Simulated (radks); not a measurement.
Spin polarisation of the 6s1 shell in the ytterbium ion Yb+. Start: [Xe] 4f14 6s(up 0.5, down 0.5); electrons of 6s are moved from spin down to spin up, other shells keep equal spins. All-electron calculation, non-relativistic Kohn-Sham, BLYP, spin-polarised, spherical densities, point nucleus. Program: a radial shooting solver on a logarithmic mesh with Libxc functionals.

| moment (Bohr magnetons) | E - E(0) (eV) | e(6s up) (eV) | e(6s down) (eV) | 4f down minus up (eV) |
|---|---|---|---|---|
| 0 | 0.000 | -8.573 | -8.573 | 0.000 |
| 0.25 | -0.008 | -8.633 | -8.511 | 0.006 |
| 0.5 | -0.031 | -8.693 | -8.449 | 0.012 |
| 0.75 | -0.069 | -8.754 | -8.382 | 0.019 |
| 1 | -0.126 | -8.819 | -8.237 | 0.025 |

At moment 1 the spin-polarisation energy is -0.126 eV and the 6s exchange splitting 0.581 eV, that is 0.581 eV per Bohr magneton; E = -I m^2/4 would give I = 0.503 eV.
